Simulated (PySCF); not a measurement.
## CoCl₂: one-bond stretch

Level of theory: UwB97X/[Co def2-TZVP, Cl def2-TZVP], no relativity, density fitting, PySCF.

Rigid scan from the quartet minimum (Co–Cl 2.082 Å (×2); Cl–Co–Cl 180.0°). Coordinate: the bond from Co to the last atom (Cl) scaled, the rest fixed. Energies in kJ/mol from the minimum.

```csv
scale of one bond,E (kJ/mol),dipole size (D),⟨S²⟩
0.92,28.1,0.90,3.76
0.96,6.1,0.46,3.76
1.00,0.0,0.00,3.76
1.05,7.5,0.58,3.76
1.12,35.5,1.41,3.76
1.20,80.3,2.34,3.76
1.35,174.0,4.06,3.76
1.55,289.0,–,3.76
1.80,401.4,–,3.85
2.20,489.7,–,4.50
```

Spin contamination is strong at 2.20, so these points are less reliable.

With open d or f shells other occupations or spin states may lie lower.

The scan took 27 s on 2 threads of a shared Intel Xeon Gold 6455B (Sapphire Rapids) host; the process peaked at 1.2 GiB. Launch command: `OMP_NUM_THREADS=2 python axn.py task.json out`.
